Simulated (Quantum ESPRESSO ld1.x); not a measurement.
Re XII, 64 electrons, occupied as [Kr] 4d10 4f14 5s2 5p2. Calculated with ld1.x of Quantum ESPRESSO 7.5: Dirac Kohn-Sham, LDA (Slater exchange, Perdew-Zunger correlation), spin-unpolarised, spherical densities, point nucleus; open shells fill j = l - 1/2 first.

Normalised radial functions P(r) = r R(r) (large component), r in bohr:

r           5d5/2
0.002426   0.0001
0.003737   0.0002
0.00571    0.0008
0.008796   0.0026
0.01355    0.0082
0.0207     0.0240
0.03189    0.0656
0.04912    0.1556
0.07506    0.2920
0.1156     0.3775
0.1781     0.1724
0.2721    -0.3370
0.4192    -0.5352
0.6457     0.1338
0.9866     0.9497
1.52       0.8559
2.341      0.2288
3.577      0.0132
5.51       0.0001

5d5/2 (empty): eigenvalue -160.61 eV, 2 radial nodes at r = 0.208, 0.607 bohr, <r> = 1.26 bohr, 90 % of the charge inside 1.81 bohr.
